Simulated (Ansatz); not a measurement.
Basis-set extrapolation for CH4F2Si2 (PBE0-D4/def2-TZVP geometry, frozen core, Ansatz). Multiplicity 1, RHF reference.

```tsv
	def2-TZVPP	def2-QZVPP
HF	-817.091022	-817.121366
MP2 correlation	-0.907607	-0.985231
CCSD(T) correlation	-0.979706	not run
```

Energies in hartree. Use E(X) = E(∞) + A·exp(−7.88·√X) for Hartree–Fock and E(X) = E(∞) + B·X^(−2.97) for correlation, with X = 3 and 4, and add CCSD(T) minus MP2 of the smaller set to the MP2 limit.

Question: What is the CCSD(T) energy at the basis-set limit?

Answer: HF limit: -817.121366 + (-0.030344) × 0.13774 = -817.12555. MP2 limit: -0.985231 + (-0.077624) × 0.74074 = -1.04273. Higher-order term: -0.979706 − (-0.907607) = -0.07210. Total: -818.24038 hartree, 445.4 kJ/mol below CCSD(T)/def2-TZVPP.
